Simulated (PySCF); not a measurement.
C₄H₅BF₂. Atoms are numbered in the order given.

```xyz
12

C      2.4268    -0.3702    -0.4852
C      1.1523    -0.2075    -0.1153
C      0.3466    -0.7587     1.0574
C     -1.0058    -0.4739     0.3491
F     -2.0145     0.0338     1.1213
B     -0.1646     0.4319    -0.6575
F     -0.4586     1.3973    -1.4999
H      2.8109     0.1008    -1.3954
H      3.1334    -0.9757     0.0940
H      0.4415    -0.1088     1.9446
H      0.5385    -1.7993     1.3653
H     -1.3632    -1.3956    -0.1500
```

The structure is a stationary point at PBE0-D3(BJ)/def2-SVP. The structure was generated by enumeration; whether it is a known compound was not checked.

These are TDA-ωB97X/def2-SVPD (PySCF) values and carry that method's errors.

Vertical excitations. The molecule is in vacuum.

Question: List the lowest excited states. (Estimate from the structure and the level; the computed values follow.)

Answer: 
```csv
state,energy (eV),λ (nm),f,main pairs
S1,4.94,251,0.002,HOMO−1→LUMO 80 %
S2,6.01,206,0.117,"HOMO−2→LUMO 49 %, HOMO→LUMO 41 %"
S3,6.30,197,0.237,"HOMO→LUMO 40 %, HOMO−2→LUMO 40 %, HOMO−1→LUMO 15 %"
S4,6.63,187,0.039,HOMO−3→LUMO 88 %
S5,7.98,155,0.062,HOMO→LUMO+1 79 %
S6,8.30,149,0.013,"HOMO−1→LUMO+1 65 %, HOMO−4→LUMO 10 %"
S7,8.54,145,0.026,"HOMO−4→LUMO 69 %, HOMO−1→LUMO+1 11 %"
S8,8.62,144,0.006,"HOMO−1→LUMO+3 26 %, HOMO−1→LUMO+5 12 %, HOMO−1→LUMO+6 12 %, HOMO−7→LUMO 8 %"
S9,8.94,139,0.066,"HOMO→LUMO+2 63 %, HOMO→LUMO+3 10 %"
S10,9.07,137,0.062,"HOMO→LUMO+3 47 %, HOMO→LUMO+2 10 %, HOMO→LUMO+6 8 %, HOMO→LUMO+4 8 %"
T1,3.53,352,0,HOMO→LUMO 84 %
T2,4.46,278,0,HOMO−1→LUMO 81 %
T3,5.44,228,0,HOMO−2→LUMO 85 %
T4,6.34,196,0,HOMO−3→LUMO 89 %
```
Triplets are in the Tamm–Dancoff approximation.
